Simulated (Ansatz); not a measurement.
C₂H₇BrGe, SMILES `C[CH]([GeH3])Br`, relaxed with RKS PBE0-D4/def2-TZVP in the Gaussian-basis code of Ansatz from a PBE-D4/def2-SVP geometry. The force threshold is 0.005 eV/Å; the program also tests the step.

Charge 0, multiplicity 1.

Start:

```xyz
11

C     1.084   -0.864   -0.465
C    -0.206   -0.080   -0.648
Ge   -0.732    1.005    0.933
Br   -1.715   -1.305   -1.049
H     1.927   -0.161   -0.287
H     1.025   -1.552    0.403
H     1.325   -1.466   -1.364
H    -0.152    0.580   -1.536
H     0.412    2.012    1.249
H    -0.931    0.054    2.138
H    -2.037    1.777    0.626
```

Q: How much energy does the relaxation release, and in how many steps? (An estimate is asked.)

A: Ansatz gave: 0.78 kcal/mol, in 4 steps.

Q: Which bonds change most? (Estimate.)

A: The calculation gave: C2–Br4 from 1.985 to 1.961 Å; C2–H8 from 1.108 to 1.090 Å; C1–H7 from 1.109 to 1.092 Å; C1–H6 from 1.109 to 1.092 Å.

Q: Give the relaxed structure. (Best estimate.)

A: Computed: 
```xyz
11

C     1.074   -0.856   -0.459
C    -0.207   -0.077   -0.645
Ge   -0.724    0.997    0.925
Br   -1.690   -1.295   -1.047
H     1.902   -0.163   -0.280
H     1.009   -1.534    0.394
H     1.312   -1.449   -1.345
H    -0.151    0.568   -1.521
H     0.411    1.994    1.232
H    -0.917    0.052    2.118
H    -2.020    1.762    0.627
```
